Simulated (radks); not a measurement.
Problem. Radial electron density D(r) = 4 pi r^2 rho(r) of an atom or ion with 41 electrons. Calculated with a radial shooting solver on a logarithmic mesh with Libxc functionals: scalar-relativistic Kohn-Sham, SCAN, spin-polarised, spherical densities, finite nucleus; meta-GGA in the generalised Kohn-Sham scheme; Fermi nuclear charge, rms radius of each element as measured or else 0.836 A^(1/3) + 0.57 fm.

```
   r/bohr * D(r) (the largest magnitude, 71, reaches the edge; | marks zero)
 0.002797 |    *
 0.003642 |      *
 0.004743 |          *
 0.006176 |               *
 0.007978 |                     *
  0.01039 |                             *
  0.01353 |                                    *
  0.01761 |                                         *
  0.02293 |                                           *
  0.02986 |                                          *
  0.03889 |                                      *
  0.05023 |                                     *
  0.06541 |                                           *
  0.08517 |                                                    *
   0.1109 |                                                      *
   0.1444 |                                            *
    0.188 |                                   *
   0.2448 |                                       *
   0.3163 |                                           *
   0.4118 |                                 *
   0.5363 |                *
   0.6983 |          *
   0.9093 |           *
    1.184 |        *
    1.542 |   *
    1.991 |*
    2.593 *
    3.377 *
    4.397 *
```

What is the nuclear charge?

Solution. Z = 45. The innermost maximum, from 1s, lies near gamma/Z bohr with gamma = sqrt(1 - (Z/c)^2) = 0.945, here 0.021 bohr (found: 0.0229), and its height grows with Z. The density is that of the rhodium ion Rh4+ in [Kr] 4d5; the configuration itself is not fixed sharply by these data, and Z only to a few units. D(r) has 4 maxima, at r = 0.0229, 0.101, 0.309, 0.902 bohr, and minima at 0.0456, 0.199, 0.715 bohr, inside which lie 2.02, 11.08, 29.11 electrons.
